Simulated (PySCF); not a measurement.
C3H3BrClF.

```xyz
9

C     -2.2300     0.3652     0.0000
C     -0.7702     0.0340     0.0000
Br     0.4217     1.5100     0.0000
C     -0.2962    -1.2203     0.0000
F     -1.1317    -2.2606     0.0000
Cl     1.3542    -1.7029     0.0000
H     -2.8336    -0.5524     0.0000
H     -2.4919     0.9625    -0.8882
H     -2.4919     0.9625     0.8882
```
Charge 0, spin multiplicity 1.

Geometry: B3LYP-D3(BJ)/def2-SVP. The structure was generated by enumeration; whether it is a known compound was not checked.

Computed with PySCF with PBE/pcSseg-1. Non-relativistic, no solvent.

### Question
Give the absolute GIAO shielding of each atom: isotropic value and principal components (ppm). (Estimate from the structure and the level; the computed values follow.)

### Answer

```csv
atom,σ(iso),σ11,σ22,σ33,span
C1,156.0,139.7,148.6,179.9,40.2
C2,56.5,-5.6,74.1,101.1,106.7
Br3,1927.6,1482.1,1551.4,2749.2,1267.1
C4,23.1,-49.9,33.0,86.2,136.0
F5,222.5,166.2,240.7,260.5,94.3
Cl6,635.8,468.1,493.8,945.4,477.3
H7,28.6,23.3,28.2,34.3,11.0
H8,29.2,24.6,27.5,35.4,10.8
H9,29.2,24.6,27.5,35.4,10.8
```
